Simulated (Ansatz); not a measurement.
A run for Ansatz (an electronic-structure program): R-r2SCAN/def2-TZVPP on BFH3N (SMILES NBF), atoms moved off the minimum.

Ansatz 0.2 input:
```yaml
crystal:
  periodic: [false, false, false]
  atoms:
    - {symbol: B, position_ang: [-0.20684005, -0.47980236, 0.10041597]}
    - {symbol: H, position_ang: [-0.45738850, -1.62719656, -0.17939111]}
    - {symbol: F, position_ang: [0.72481368, -0.18003228, 0.98455991]}
    - {symbol: N, position_ang: [-0.56228483, 0.51797867, -0.87759883]}
    - {symbol: H, position_ang: [-0.31689153, 1.52117623, -0.78179433]}
    - {symbol: H, position_ang: [-1.17912787, 0.39134537, -1.61885799]}
basis:
  gaussian:
    orbitals: def2-TZVPP
hamiltonian:
  xc: {name: r2SCAN}
scf: {lower_state_search: off}
output: {forces: true}
```

Output:

```
WARN ansatz: RAYON_NUM_THREADS=1 ignored (pool sized by the plan → 1); use --threads N
Functional definition: r2SCAN
these checks for a lower state are left out or cut short: stability, starts, cluster_reference, orbital_swaps, neighbouring_geometries, increment
integrals: 0.03 GiB planned
657 factors; their error is unknown
mean field: 0.36 GiB planned
mean field evaluation 1: about -4926.7912 eV, gradient 6.5e1 eV
mean field evaluation 2: about -4911.9950 eV, gradient 9.7e1 eV
mean field evaluation 4: about -4934.1811 eV, gradient 7.5e0 eV
mean field evaluation 8: about -4934.2534 eV, gradient 2.8e-1 eV
mean field evaluation 16: about -4934.2535 eV, gradient 1.5e-5 eV
mean field -4934.25350232 eV, -181.3304716530 hartree, gradient 4.4e-6 eV, S^2 0.000000; 0 other end points of the search recorded, 0 dependent functions left out
the calculation of the forces begins
reference -4934.25351237 eV, -181.3304720226 hartree; 12, 12 occupied and 123, 123 virtual orbitals, 657 factors
Total energy: -4934.25351237 eV, -181.3304720226 hartree
Atom 0 at    -0.206840    -0.479802     0.100416 Å, force     0.234901     0.511219    -2.960283 eV/Å
Atom 1 at    -0.457388    -1.627197    -0.179391 Å, force    -0.328336     0.191565     0.599747 eV/Å
Atom 2 at     0.724814    -0.180032     0.984560 Å, force     0.033640     0.177854     0.898598 eV/Å
Atom 3 at    -0.562285     0.517979    -0.877599 Å, force     1.288018     0.897078     2.506519 eV/Å
Atom 4 at    -0.316892     1.521176    -0.781794 Å, force    -0.100683    -1.205047     0.090076 eV/Å
Atom 5 at    -1.179128     0.391345    -1.618858 Å, force    -1.127540    -0.572669    -1.134657 eV/Å
Dipole moment:    -0.263963     0.233432    -0.277558 e Å
Checks for a lower state left out: stability, starts, cluster_reference, orbital_swaps, neighbouring_geometries, increment
```

The calculation finished and met its thresholds.

Cost: about 1.5 core-seconds (a rough figure).
